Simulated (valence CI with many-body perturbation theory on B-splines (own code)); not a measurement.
# Lu: calculation against measured levels

Computed by valence CI with perturbative core correlation (CI+MBPT): three valence electrons over a frozen Dirac-Fock core [Xe] 4f14, a basis of 9 s, 9 p, 10 d, 8 f, 5 g, 3 h, 1 i functions for each j, with the one-electron correlation potential Σ1, the two-electron term Σ2, the three-electron term Σ3, Breit, model QED; selected CI, second order for the rest (own B-spline code, finite nucleus).

Against 45 measured levels this calculation errs by 494 cm⁻¹ on average and by 1085 at most. These come from a selection out of the NIST Handbook of Basic Atomic Spectroscopic Data. Levels without a partner in it may be off by more, other configurations by 1,000 to 4,000 cm⁻¹. 1 measured level below the end of the list, from 25861 cm⁻¹ on, found no clear computed partner, and computed levels of the same name lie up to 3802 cm⁻¹ from them.

Measured levels: NIST Handbook of Basic Atomic Spectroscopic Data (Sansonetti and Martin, J. Phys. Chem. Ref. Data 34, 1559 (2005)). Pairs share parity and J, and are chosen by configuration, term and nearness in energy; levels without a clear partner are left out. Energies in cm⁻¹ above the measured ground level. The last column is blank where CI alone has no clear partner.

Names give the largest LS component (configuration and term), which can be under half, so a name can repeat, a term be missing and a line seem to break the LS rules; names also repeat where a configuration has a term twice. Letters in brackets count levels of one name in rising energy.

| Computed label | Label in the source | Measured | Computed | Difference | CI alone, difference |
| --- | --- | --- | --- | --- | --- |
| 5d6s² ²D_3/2 | 5d(2D) 6s2 2D | 0 | 0.0 | 0 | 0 |
| 5d6s² ²D_5/2 | 5d(2D) 6s2 2D | 1993.9 | 1903.9 | -90 | -754 |
| 6s²6p ²P°_1/2 | 6s2(1S) 6p 2P° | 4136 | 4517.0 | +381 | -5311 |
| 6s²6p ²P°_3/2 | 6s2(1S) 6p 2P° | 7476.4 | 7879.6 | +403 | -5592 |
| 5d6s6p ⁴F°_3/2 | 5d 6s(3D) 6p 4F° | 17427.3 | 17089.5 | -338 | -3201 |
| 5d6s6p ⁴F°_5/2 | 5d 6s(3D) 6p 4F° | 18504.6 | 18150.6 | -354 | -3351 |
| 5d²6s ⁴F_3/2 | 5d2(3F) 6s 4F | 18851.3 | 17928.9 | -922 | +2840 |
| 5d²6s ⁴F_5/2 | 5d2(3F) 6s 4F | 19403.3 | 18447.2 | -956 | +2598 |
| 5d²6s ⁴F_7/2 | 5d2(3F) 6s 4F | 20247.3 | 19237.0 | -1010 | +2210 |
| 5d6s6p ⁴F°_7/2 | 5d 6s(3D) 6p 4F° | 20432.5 | 20049.8 | -383 | -3789 |
| 5d6s6p ⁴D°_1/2 | 5d 6s(3D) 6p 4D° | 20762.4 | 20396.1 | -366 | -2000 |
| 5d6s6p ⁴D°_3/2 | 5d 6s(3D) 6p 4D° | 21195.4 | 20818.3 | -377 |  |
| 5d²6s ⁴F_9/2 | 5d2(3F) 6s 4F | 21242.3 | 20180.7 | -1062 | +1751 |
| 5d6s6p ²D°_5/2 [a] | 5d 6s(3D) 6p 2D° | 21462.3 | 21053.3 | -409 | -3535 |
| 5d²6s ⁴P_1/2 | 5d2(3P) 6s 4P | 21472.3 | 20840.9 | -631 |  |
| 5d6s6p ²D°_3/2 [a] | 5d 6s(3D) 6p 2D° | 22124.7 | 21676.0 | -449 |  |
| 5d6s6p ⁴D°_5/2 | 5d 6s(3D) 6p 4D° | 22221.6 | 21781.7 | -440 | -2554 |
| 5d²6s ⁴P_3/2 | 5d2(3P) 6s 4P | 22467.5 | 21750.1 | -717 |  |
| 5d6s6p ⁴F°_9/2 | 5d 6s(3D) 6p 4F° | 22609.5 | 22199.1 | -410 | -4193 |
| 5d6s6p ⁴D°_7/2 | 5d 6s(3D) 6p 4D° | 23524.2 | 23065.3 | -459 | -2804 |
| 5d6s6p ⁴P°_1/2 | 5d 6s(3D) 6p 4P° | 24108.7 | 23795.7 | -313 | -2509 |
| 6s²7s ²S_1/2 | 6s2(1S) 7s 2S | 24125.9 | 24625.2 | +499 | -4485 |
| 5d6s6p ⁴P°_3/2 | 5d 6s(3D) 6p 4P° | 24308.2 | 23965.4 | -343 | -2677 |
| 5d²6s ²D_3/2 | 5d2(1D?) 6s 2D | 24518.2 | 23753.9 | -764 | -1085 |
| 5d²6s ²F_5/2 | 5d2(1D?) 6s 2D | 24711.2 | 23783.7 | -927 |  |
| 5d6s6p ⁴P°_5/2 | 5d 6s(3D) 6p 4P° | 25191.6 | 24760.8 | -431 | -3267 |
| 5d²6s ²F_7/2 | 5d2(1G) 6s 2G | 26570.4 | 25534.0 | -1036 | -289 |
| 5d²6s ²G_9/2 | 5d2(1G) 6s 2G | 26671.3 | 26812.4 | +141 | +1208 |
| 5d²6s ²G_7/2 | 5d2(3F) 6s 2F | 27991.8 | 27054.6 | -937 | -98 |
| 5d6s6p ²F°_5/2 [a] | 5d 6s(1D) 6p 2F° | 28020.2 | 27538.7 | -481 | -2774 |
| 5d²6s ²P_1/2 | 5d2(3P?) 6s 2P | 28793.3 | 27900.1 | -893 |  |
| 6s²7p ²P°_1/2 | 6s2(1S) 7p 2P° | 29430.9 | 29662.2 | +231 | -4615 |
| 5d6s6p ²F°_7/2 [a] | 5d 6s(1D) 6p 2F° | 29486.9 | 28984.9 | -502 | -2768 |
| 5d6s6p ²D°_3/2 [b] | 5d 6s(1D) 6p | 29608.0 | 29404.5 | -203 |  |
| 5d²6s ²P_3/2 | 5d2(3P?) 6s 2P | 29937.8 | 28852.5 | -1085 | +54 |
| 5d6s6p ²F°_5/2 [b] | 5d 6s(3D) 6p 2F° | 30183.5 | 29882.2 | -301 | -1685 |
| 6s²7p ²P°_3/2 | 6s2(1S) 7p 2P° | 30488.6 | 30581.9 | +93 |  |
| 5d²6s ²S_1/2 | 5d2(1S) 6s 2S | 30747.2 | 30308.6 | -439 |  |
| 5d6s6p ²P°_3/2 [a] | 5d 6s(1D) 6p 2P° | 31523.1 | 31165.9 | -357 |  |
| 6s²6d ²D_3/2 | 6s2(1S) 6d 2D | 31542.2 | 31998.5 | +456 | -4640 |
| 6s²6d ²D_5/2 | 6s2(1S) 6d 2D | 31713.6 | 32166.1 | +452 | -4640 |
| 5d6s6p ²F°_7/2 [b] | 5d 6s(3D) 6p 2F° | 31751.2 | 31382.6 | -369 | -2516 |
| 5d6s6p ²P°_1/2 [a] | 5d 6s(3D) 6p 2P° | 32058.1 | 31703.0 | -355 | -2663 |
| 5d6s6p ²D°_5/2 [b] | 5d 6s(1D) 6p | 32456.9 | 32013.3 | -444 | -2302 |
| 5d6s6p ²P°_1/2 [b] | 5d 6s(1D) 6p 2P° | 33443.2 | 33444.6 | +1 |  |
| 5d6s6p ²P°_3/2 [b] | 5d 6s(3D) 6p 2P° | 34436.5 | 34407.6 | -29 |  |

Over 45 excited levels the mean absolute difference is 494 cm⁻¹, the median 431 and the largest 1085. For the 33 levels that pair on every rung the mean is CI alone 2750, + Σ1 757, + Σ2 399, + Σ3 401, + Breit 454, + QED 519. The comparison draws on a selection of the measured levels: 46 of the 52 computed ones have a partner in it, and others may be off by more.

These 1 measured levels below the end of the computed list are not counted above. Beside each stands the unpaired computed level of its name, or else the nearest of its J and parity; the gap is either an error of the method or a doubtful assignment.

```tsv
Label in the source	J	Measured	Unpaired level	Computed
5d2(3P) 6s 4P	5/2	25861	5d²6s ⁴P_5/2	22059
```
